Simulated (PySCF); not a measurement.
GeH₂, SMILES [GeH2] (connectivity only; charge and spin as stated), neutral, multiplicity 1.

Coordinates come from a B3LYP-D3(BJ)/def2-TZVPD optimisation. The isomer is the one that the SMILES or the coordinates give; other isomers of the formula were not compared.

The numbers are results of PySCF with B3LYP/def2-TZVPD, not measurements.

Isolated molecule, no solvent.

The total energy is -2078.19729 hartree. The point group is C2v and the highest occupied level comes out as -6.77 eV. The lowest empty level comes out as -3.32 eV. The orbital gap comes out as 3.45 eV, the dipole moment is 0.28 D and the quadrupole, principal values (traceless, Buckingham form, about the centre of nuclear charge) comes out as -3.86, -1.43, 5.29 D·Å. The mean static polarisability comes out as 38.1 bohr³ (5.65 Å³) and the polarisability, principal values is 30.1, 41.1, 43.1 bohr³.
